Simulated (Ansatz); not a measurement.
`C[Te]C` + `O[AsH2]` → `C[Te][AsH]O` + CH₄ at 298.15 K and 1 bar (ligand exchange at a Te–C bond).

Program: Ansatz. Geometries: PBE0-D4/def2-TZVP. ΔE: electronic, gas phase. CCSD(T)/CBS is the MP2 limit (def2-TZVPP, def2-QZVPP) plus CCSD(T) − MP2 in def2-TZVPP, frozen cores. This one scheme is used for every species. def2 core potentials past Kr. For As, Te outer-core shells are correlated without core-valence functions, which leaves a few kJ/mol of doubt a bond. Scalar relativity is left out up to krypton. One conformer a species, not always the lowest.

```csv
species,CCSD(T)/CBS energy (Eh),H − E (kJ/mol),S (J/(mol·K))
`C[Te]C`,-347.43957,208.9,314.3
`O[AsH2]`,-2311.97217,89.1,265.7
`C[Te][AsH]O`,-2618.99141,177.7,373.0
CH₄,-40.46206,127.4,186.2
```

H − E and S are ideal-gas, rigid-rotor, harmonic terms from PBE0-D4/def2-TZVP, for one conformer and one mirror image of each species. 1 Eh = 2625.50 kJ/mol, R = 8.31446 J/(mol·K).

By hand: ΔE, ΔH, ΔS and ΔG.

ΔE = (-2618.99141) + (-40.46206) − (-347.43957) − (-2311.97217) = -0.04173 Eh = -109.6 kJ/mol. Δ(H − E) = 177.7 + 127.4 − 208.9 − 89.1 = 7.1, so ΔH = -102.5 kJ/mol. ΔS = 373.0 + 186.2 − 314.3 − 265.7 = -20.8 J/(mol·K). ΔG = -102.5 − 298.15 × (-20.8)/1000 = -96.3 kJ/mol.

By hand: the equilibrium constant, and the temperature at which ΔG would vanish if ΔH and ΔS stayed fixed.

log₁₀ K = −ΔG/(RT ln 10) = 16.9. ΔG = 0 at ΔH/ΔS = 4928 K, far beyond where these terms or the molecules hold.

ΔH outweighs TΔS. A doubt of 5 kJ/mol in ΔE shifts log₁₀ K by 0.9 here. Other conformers and mirror images would add mixing entropy, several J/(mol·K) or more a flexible species. These are equilibria of isolated gas molecules and say nothing of rates. Largest T1 diagnostic: 0.012 (customary marks: 0.02 for closed shells, 0.045 for open ones).
